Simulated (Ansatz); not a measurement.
C2H5ClOSi can be A, `C[Si]1(Cl)CO1`, or B, `C=C(Cl)O[SiH3]`.

Isolated molecules relaxed with PBE0-D4/def2-TZVP in Ansatz; ΔE leaves out vibrations. CBS: MP2 limit from def2 TZ/QZ plus the TZ coupled-cluster correction, frozen cores. Functionals use def2-TZVPP. B3LYP here is the variant with VWN-RPA as its local correlation; programs differ in this. Each species was taken in one conformer, which may not be the lowest.

Task: Which is lower in electronic energy at CCSD(T)/CBS, and by how much? (An estimate is asked.)

Result: Ansatz gave: A, by 146.5 kJ/mol.

Task: Give E(B) − E(A) in kJ/mol with r2SCAN-D4, B2PLYP, ωB97M-V, CCSD(T)/def2-TZVPP, B3LYP, B3LYP-D4, HF/def2-TZVPP. (Estimate.)

Result: Ansatz gave: r2SCAN-D4 151.7, B2PLYP 139.7, ωB97M-V 149.3, CCSD(T)/def2-TZVPP 141.7, B3LYP 132.8, B3LYP-D4 131.8, HF/def2-TZVPP 119.0. None reverses the order clearly.

Largest T1 diagnostic: 0.012.

From PBE to PBE0 (25 % exact exchange), in def2-TZVPP and without D4, E(B) − E(A) moves by +4.7 kJ/mol. In def2-TZVPP, CCSD(T) changes the Hartree–Fock value by +22.7 kJ/mol (the triples alone add −0.3 kJ/mol) and MP2 by +33.8 kJ/mol.
